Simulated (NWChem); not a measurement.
Molecule: ZrH₃Br; SMILES [Br][ZrH3]

```xyz
5

Zr     0.0000     0.0000     1.0856
Br     0.0000     0.0000    -1.3851
H      1.2297     1.2297     1.6854
H     -1.6798     0.4501     1.6854
H      0.4501    -1.6798     1.6854
```
Atoms are numbered in this order, from 1.

Program: NWChem. Medium grid unless said otherwise, to which SCAN and Minnesota functionals are sensitive. All runs use the structure optimised with PBE0/def2-SVP. def2 effective core potentials on Zr; no spin-orbit coupling.

Order these by “dipole (D)”, lowest first: M06-2X/def2-SVP; KT2/def2-SVP; TPSS/def2-SVP.

KT2/def2-SVP (0.33), TPSS/def2-SVP (0.42), M06-2X/def2-SVP (0.80)
